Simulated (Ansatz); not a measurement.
## GeH2O (germanone): the energy, rung by rung

GeH2O has 4 atoms, charge 0, and is taken as a singlet. SMILES: `[O]=[GeH2]`. Geometry: a GFN2-xTB relaxation, a rough one for these elements and not checked as a minimum.

```xyz
4

O    -0.0573   -0.9394    1.3060
Ge   -0.0012   -0.0206    0.0286
H    -1.1122    0.0703   -1.0116
H     1.1707    0.8897   -0.3230
```

Each level gives the energy change with the Ge2–H3 bond stretched from 1.525 to 2.287 Å (eV). The values are calculated.

```tsv
level	kind	program	value (eV)	less FCI/STO-3G	CPU time (all runs)
SVWN5/STO-3G (restricted)	LDA	Ansatz	2.46	+0.10	1.6 s
BLYP/STO-3G (restricted)	GGA	Ansatz	2.27	-0.09	2.5 s
PBE/STO-3G (restricted)	GGA	Ansatz	2.33	-0.03	2.5 s
r2SCAN/STO-3G (restricted)	meta-GGA	Ansatz	2.56	+0.20	6.5 s
r2SCAN0/STO-3G (restricted)	hybrid meta-GGA	Ansatz	2.93	+0.57	6.4 s
wB97X/STO-3G (restricted)	range-separated hybrid	Ansatz	3.05	+0.69	9.9 s
BCCD(T)/STO-3G (restricted)	coupled cluster or CI	Ansatz	2.37	+0.01	0.65 s
CCSDT(Q)/STO-3G (restricted)	coupled cluster or CI	Ansatz	2.36	0.00	1.3 s
FCI/STO-3G	exact in the basis	Ansatz	2.36	0.00	17 s
```

FCI/STO-3G is exact within its basis and frozen core, so for wave-function methods in that basis the difference is their error; functionals converge differently with the basis, so for them it is only a difference. All-electron rows without a relativistic Hamiltonian named are non-relativistic. The first shape isn't each level's own minimum. The values span 2.27 to 3.05 eV. All rows use very small basis sets, so even the best lies far from the true value. In the correlated wave-function rows the outer d shell of Ge is correlated, in sets not made for it. CPU times are rough (shared hosts, several kinds of processor): they show what a rung costs within a factor of a few.
